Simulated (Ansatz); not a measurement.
A set of 12 reactions (bond dissociation), with CCSD(T)/CBS values in kJ/mol:

```
                                      reaction     ΔE
`[NH2][Al]([Br])[Br]` → `[NH2][Al][Br]`• + Br•  457.0
        `CB(C)[SiH2]N` → `C[B]C`• + `N[SiH2]`•  355.7
      `[SH][GaH][Cl]` → `[Cl][GaH]`• + `[SH]`•  380.6
      `[OH][SnH2][Cl]` → H• + `[OH][SnH][Cl]`•  326.9
                  `CN=O` → `[CH3]`• + `[N]=O`•  184.0
                `ClB(Cl)Br` → `Cl[B]Br`• + Cl•  501.4
      `[F][SnH]([F])[I]` → I• + `[F][SnH][F]`•  309.1
  `[F][Ga]([F])[SH]` → `[F][Ga][F]`• + `[SH]`•  369.1
    `N#[C][SnH2][Cl]` → H• + `N#[C][SnH][Cl]`•  336.1
           `CC(Cl)Br` → `Cl[CH]Br`• + `[CH3]`•  399.7
          `BC(C)(C)C` → `[BH2]`• + `C[C](C)C`•  423.5
                `CO[SiH]` → `C[O]`• + `[SiH]`•  480.8
```

Computed with Ansatz on PBE0-D4/def2-TZVP structures; ΔE is electronic, products minus reactants. CCSD(T)/CBS is the MP2 limit (def2-TZVPP, def2-QZVPP) plus CCSD(T) − MP2 in def2-TZVPP, frozen cores. Small cases extrapolate CCSD(T) itself. DFT in def2-TZVPP. B3LYP here is the variant with VWN-RPA as its local correlation; programs differ in this. HSE06 is defined as in plane-wave codes. No spin–orbit coupling; open shells (•) take unrestricted orbitals. Spin–orbit coupling would lower the free atoms: a little for Cl; clearly for Br; strongly for I. def2 core potentials past Kr. For Br, Ga, I, Sn outer-core shells are correlated without core-valence functions, so the limit isn't a true one: a few kJ/mol of doubt a bond, and 10 to 20 or more in all where bonds break to atoms. Scalar relativity is left out up to krypton. One conformer a species, not always the lowest.

(1) Give the mean, mean absolute and largest difference (level minus CCSD(T)/CBS, kJ/mol) for: PBE-D4, revPBE-D4, BLYP-D4, B3LYP-D4, r2SCANh-D4, r2SCAN0-D4, HSE06-D4, B2PLYP, PBE0, BHLYP, HF/def2-TZVPP, SCS-MP2/def2-TZVPP, MP2/def2-QZVPP, HF/CBS(def2). (Estimate.)

The largest T1 diagnostic in the set is 0.034, for `[SiH]`• (customary mark 0.045).

CCSD(T)/CBS is a level of theory with its own doubt, and the functionals carry their triple-zeta basis error, so these figures describe this set and don't rank the functionals.

Results:

(1) The calculation gave: 
```tsv
level	mean	mean absolute	largest
PBE-D4	-19.5	21.5	-38.1
revPBE-D4	-30.5	30.5	-43.9
BLYP-D4	-33.9	33.9	-52.1
B3LYP-D4	-27.0	27.0	-42.4
r2SCANh-D4	-28.7	28.7	-41.6
r2SCAN0-D4	-29.8	29.8	-41.6
HSE06-D4	-19.3	19.3	-29.8
B2PLYP	-23.4	23.4	-37.5
PBE0	-24.5	24.5	-35.4
BHLYP	-37.3	37.3	-50.8
HF/def2-TZVPP	-119.5	119.5	-157.0
SCS-MP2/def2-TZVPP	-3.9	7.6	-19.8
MP2/def2-QZVPP	8.8	12.9	35.3
HF/CBS(def2)	-119.9	119.9	-154.7
```
